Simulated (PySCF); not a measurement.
Harmonic spectrum computed at PBE0 in the def2-TZVP basis family (core potentials from Rb on, PySCF, no spin–orbit coupling):

```tsv
ω (cm⁻¹)	IR (km/mol)
91	8.1
413	127
444	143
644	65.3
779	260
3987	200
```

Task: Which molecule gave it? In each, all ligands are bound to the one heavy central atom.
A. CoF(OH) (quartet)
B. ZrF(OH) (triplet)
C. SnF(OH) (singlet)
D. TiF(OH) (triplet)
E. InF(OH) (doublet)

Result: D. It has Cs symmetry with O–H 0.953 Å, Ti–F 1.808 Å, Ti–O 1.800 Å.
